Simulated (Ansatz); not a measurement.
This geometry of ClGaH₃PSeTe (8 atoms, charge 0, multiplicity 1) is a first-order saddle point.

These are results of RKS revPBE-D4/def2-SVP in Ansatz 0.2.0, not measurements.

```xyz
8
Properties=species:S:1:pos:R:3
Cl -0.099 -2.358 1.299
Ga 0.609 -0.464 0.475
Se 1.867 0.801 1.998
P 0.168 0.080 -1.753
Te -2.352 -0.339 -1.595
H 2.033 1.894 1.002
H 0.137 1.474 -1.364
H -2.271 -1.145 -0.117
```

Q: Which two structures does it join? (They come from a converged band through this point; their orientation in space is the band's.)

A: No bond is made or broken. The dihedral Ga2–P4–Te5–H8 goes from 52 to -93°.

Initial state:

```xyz
8
Properties=species:S:1:pos:R:3
Cl 0.669 -3.084 0.497
Ga 0.660 -0.920 0.248
Se 0.889 0.310 2.242
P 0.364 -0.068 -1.906
Te -2.110 -0.023 -1.250
H 0.879 1.589 1.481
H 0.627 1.306 -1.555
H -1.886 0.833 0.188
```

Final state:

```xyz
8
Properties=species:S:1:pos:R:3
Cl 0.490 -2.678 0.915
Ga 0.661 -0.552 0.440
Se 1.417 0.821 2.199
P 0.183 0.058 -1.774
Te -2.112 0.213 -0.582
H 1.488 1.994 1.286
H 0.422 1.457 -1.499
H -2.456 -1.369 -1.039
```

Q: How far does it lie above each of them?

A: 2.0 kcal/mol above the first and 2.9 kcal/mol above the second. This is the barrier of this one path; another mechanism may lie lower.

Run time: 5.6 min on 2 threads of Intel(R) Xeon(R) 6975P-C (Granite Rapids) (shared host), peak memory 0.26 GiB.
